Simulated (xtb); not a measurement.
Ga, charge +1, singlet (GFN-xTB shapes and energies of metal compounds can be far from the true ones); GFN2-xTB (xtb).

The xtb input:
```
$ xtb mol.xyz --gfn 2 --chrg 1 --acc 30 --json

# file mol.xyz
1

Ga     0.00000000     0.00000000     0.00000000
```

Write the output that xtb gives for this input, abridged.


```
   ID    Z sym.   atoms
    1   31 Ga     1

           -------------------------------------------------
          |                Calculation Setup                |
           -------------------------------------------------

           -------------------------------------------------
          |                 G F N 2 - x T B                 |
           -------------------------------------------------

          ...................................................
          :                      SETUP                      :
          :.................................................:
          :  # basis functions                  10          :
          :  # atomic orbitals                   9          :
          :  # shells                            3          :
          :  # electrons                         2          :
          :  max. iterations                   250          :
          :  Hamiltonian                  GFN2-xTB          :
          :  restarted?                      false          :
          :  GBSA solvation                  false          :
          :  PC potential                    false          :
          :  electronic temp.          300.0000000     K    :
          :  accuracy                   30.0000000          :
          :  -> integral cutoff          0.2000000E+02      :
          :  -> integral neglect         0.3000000E-06      :
          :  -> SCF convergence          0.3000000E-04 Eh   :
          :  -> wf. convergence          0.3000000E-02 e    :
          :  Broyden damping             0.4000000          :
          :  net charge                          1          :
          :  unpaired electrons                  0          :
          ...................................................

 iter      E             dE          RMSdq      gap      omega  full diag
   1     -0.7770719 -0.777072E+00  0.943E+00   13.64      13.6  T
   2     -0.7770719  0.000000E+00  0.754E+00   12.28      12.3  T
   3     -0.7770719  0.000000E+00  0.581E+00   11.13      11.1  T
   4     -0.7770719  0.000000E+00  0.465E+00   10.42      10.4  T
   5     -0.7770719  0.000000E+00  0.372E+00    9.88       9.9  T
   6     -0.7770719  0.000000E+00  0.297E+00    9.47       9.5  T
   7     -0.7770719  0.000000E+00  0.238E+00    9.15       9.1  T
   8     -0.7770719  0.000000E+00  0.190E+00    8.90       8.9  T
   9     -0.7770719  0.000000E+00  0.152E+00    8.71       8.7  T
  10     -0.7770719  0.000000E+00  0.122E+00    8.56       8.6  T
  11     -0.7770719  0.000000E+00  0.974E-01    8.44       8.4  T
  12     -0.7770719  0.000000E+00  0.779E-01    8.35       8.3  T
  13     -0.7770719  0.000000E+00  0.624E-01    8.28       8.3  T
  14     -0.7770719  0.000000E+00  0.499E-01    8.22       8.2  T
  15     -0.7770719  0.000000E+00  0.399E-01    8.17       8.2  T
  16     -0.7770719  0.000000E+00  0.319E-01    8.13       8.1  T
  17     -0.7770719  0.000000E+00  0.255E-01    8.11       8.1  T
  18     -0.7770719  0.000000E+00  0.204E-01    8.08       8.1  T
  19     -0.7770719  0.000000E+00  0.163E-01    8.06       8.1  T
  20     -0.7770719  0.000000E+00  0.131E-01    8.05       8.0  T
  21     -0.7770719  0.000000E+00  0.105E-01    8.04       8.0  T
  22     -0.7770719  0.000000E+00  0.837E-02    8.03       8.0  T
  23     -0.7770719  0.000000E+00  0.670E-02    8.02       8.0  T
  24     -0.7770719  0.000000E+00  0.536E-02    8.01       8.0  T
  25     -0.7770719  0.000000E+00  0.429E-02    8.01       8.0  T
  26     -0.7770719  0.000000E+00  0.343E-02    8.00       8.0  T
  27     -0.7770719  0.000000E+00  0.274E-02    8.00       8.0  T
  28     -0.7770719  0.000000E+00  0.219E-02    8.00       8.0  T

   *** convergence criteria satisfied after 28 iterations ***

         :::::::::::::::::::::::::::::::::::::::::::::::::::::
         ::                     SUMMARY                     ::
         :::::::::::::::::::::::::::::::::::::::::::::::::::::
         :: total energy              -0.777071898873 Eh    ::
         :: gradient norm              0.000000000000 Eh/a0 ::
         :: HOMO-LUMO gap              7.999116296270 eV    ::
         ::.................................................::
         :: SCC energy                -0.777071898873 Eh    ::
         :: -> isotropic ES            0.137960979984 Eh    ::
         :: -> anisotropic ES          0.000000000000 Eh    ::
         :: -> anisotropic XC          0.000000000000 Eh    ::
         :: -> dispersion              0.000000000000 Eh    ::
         :: repulsion energy           0.000000000000 Eh    ::
         :: add. restraining           0.000000000000 Eh    ::
         :: total charge               1.000000000000 e     ::
         :::::::::::::::::::::::::::::::::::::::::::::::::::::

           -------------------------------------------------
          |                Property Printout                |
           -------------------------------------------------

    * Orbital Energies and Occupations

         #    Occupation            Energy/Eh            Energy/eV
      -------------------------------------------------------------
         1        2.0000           -0.7728731             -21.0309 (HOMO)
         2                         -0.4789110             -13.0318 (LUMO)
         3                         -0.4789110             -13.0318
         4                         -0.4789110             -13.0318
         5                         -0.2719182              -7.3993
         6                         -0.2719182              -7.3993
         7                         -0.2719182              -7.3993
         8                         -0.2719182              -7.3993
         9                         -0.2719182              -7.3993
      -------------------------------------------------------------
                  HL-Gap            0.2939621 Eh            7.9991 eV
             Fermi-level           -0.6258921 Eh          -17.0314 eV

     #   Z          covCN         q      C6AA      α(0)
     1  31 Ga       0.000     1.000   439.125    53.069

 Mol. C6AA /au·bohr⁶  :        439.125005
 Mol. C8AA /au·bohr⁸  :      49365.630956
 Mol. α(0) /au        :         53.068942

Wiberg/Mayer (AO) data.
largest (>0.10) Wiberg bond orders for each atom

 ---------------------------------------------------------------------------
     #   Z sym  total        # sym  WBO       # sym  WBO       # sym  WBO
 ---------------------------------------------------------------------------
     1  31 Ga   0.000
 ---------------------------------------------------------------------------

molecular dipole:
                 x           y           z       tot (Debye)
 q only:        0.000       0.000       0.000
   full:        0.000       0.000       0.000       0.000
molecular quadrupole (traceless):
                xx          xy          yy          xz          yz          zz
 q only:        0.000       0.000       0.000       0.000       0.000       0.000
  q+dip:        0.000       0.000       0.000       0.000       0.000       0.000
   full:        0.000       0.000       0.000       0.000       0.000       0.000

           -------------------------------------------------
          | TOTAL ENERGY               -0.777071898873 Eh   |
          | GRADIENT NORM               0.000000000000 Eh/α |
          | HOMO-LUMO GAP               7.999116296270 eV   |
           -------------------------------------------------

normal termination of xtb
```
